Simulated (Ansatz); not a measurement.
`FC#[C][AlH2]` + H₂ → `C#[C][AlH2]` + H–F at 500 K and 1 bar (hydrogenolysis of a C–F bond).

Computed with Ansatz on PBE0-D4/def2-TZVP structures; ΔE is electronic, products minus reactants. CBS: MP2 limit from def2 TZ/QZ plus the TZ coupled-cluster correction, frozen cores. This one scheme is used for every species.

| species | CCSD(T)/CBS energy (Eh) | H − E (kJ/mol) | S (J/(mol·K)) |
| --- | --- | --- | --- |
| `FC#[C][AlH2]` | -419.01167 | 100.4 | 342.1 |
| H₂ | -1.17544 | 41.0 | 145.5 |
| `C#[C][AlH2]` | -319.85078 | 114.4 | 315.2 |
| H–F | -100.39570 | 39.4 | 188.7 |

H − E and S are ideal-gas, rigid-rotor, harmonic terms from PBE0-D4/def2-TZVP. The MP2-based limit puts H₂ 0.8 mEh under its directly extrapolated value; such offsets cancel only in part. 1 Eh = 2625.50 kJ/mol, R = 8.31446 J/(mol·K).

**Question.** By hand: ΔE, ΔH, ΔS and ΔG.

**Answer.** ΔE = (-319.85078) + (-100.39570) − (-419.01167) − (-1.17544) = -0.05937 Eh = -155.9 kJ/mol. Δ(H − E) = 114.4 + 39.4 − 100.4 − 41.0 = 12.4, so ΔH = -143.5 kJ/mol. ΔS = 315.2 + 188.7 − 342.1 − 145.5 = 16.3 J/(mol·K). ΔG = -143.5 − 500 × (16.3)/1000 = -151.7 kJ/mol.

**Question.** By hand: the equilibrium constant, and the temperature at which ΔG would vanish if ΔH and ΔS stayed fixed.

**Answer.** log₁₀ K = −ΔG/(RT ln 10) = 15.8. ΔH and −TΔS have one sign here, so there is no such temperature.

ΔH outweighs TΔS. A doubt of 5 kJ/mol in ΔE shifts log₁₀ K by 0.5 here. These are equilibria of isolated gas molecules and say nothing of rates. Largest T1 diagnostic: 0.013 (customary marks: 0.02 for closed shells, 0.045 for open ones).
